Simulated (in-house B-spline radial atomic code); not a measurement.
A fraction x of an electron is removed from 3d in the caesium ion Cs⁺, starting from [Kr] 4d10 5s2 5p6 and keeping the highest spin. Level of theory: scalar-relativistic (X2C) SCAN, spin-polarised, spherical fractional occupations, Fermi nucleus of rms radius 4.8041 fm; calculated with a radial B-spline atomic code at the basis-set limit.

```json
{"x": "0", "E(x) - E(0) (eV)": "0.0000", "3d down level (eV)": "-717.755"}
{"x": "0.1", "E(x) - E(0) (eV)": "72.0215", "3d down level (eV)": "-722.680"}
{"x": "0.14", "E(x) - E(0) (eV)": "?", "3d down level (eV)": "?"}
{"x": "0.32", "E(x) - E(0) (eV)": "232.2102", "3d down level (eV)": "-733.598"}
{"x": "0.46", "E(x) - E(0) (eV)": "335.4034", "3d down level (eV)": "-740.597"}
{"x": "0.5", "E(x) - E(0) (eV)": "?", "3d down level (eV)": "?"}
{"x": "0.61", "E(x) - E(0) (eV)": "447.0585", "3d down level (eV)": "-748.146"}
{"x": "0.71", "E(x) - E(0) (eV)": "522.1262", "3d down level (eV)": "-753.212"}
{"x": "0.87", "E(x) - E(0) (eV)": "643.2917", "3d down level (eV)": "-761.366"}
{"x": "0.92", "E(x) - E(0) (eV)": "681.4239", "3d down level (eV)": "-763.923"}
{"x": "1", "E(x) - E(0) (eV)": "742.7018", "3d down level (eV)": "-768.024"}
```

**Question.** What belongs in the row x = 0.14?

**Answer.** An energy change of 100.9683 eV; 3d down at -724.657 eV.

**Question.** What belongs in the row x = 0.5?

**Answer.** An energy change of 365.0675 eV; 3d down at -742.605 eV.

**Question.** Check Janak's theorem between x = 0.32 and 0.46.

**Answer.** The slope of the energy is 737.09 eV; the orbital levels give 737.10 eV (-ε of the emptying orbital, averaged over the two points).
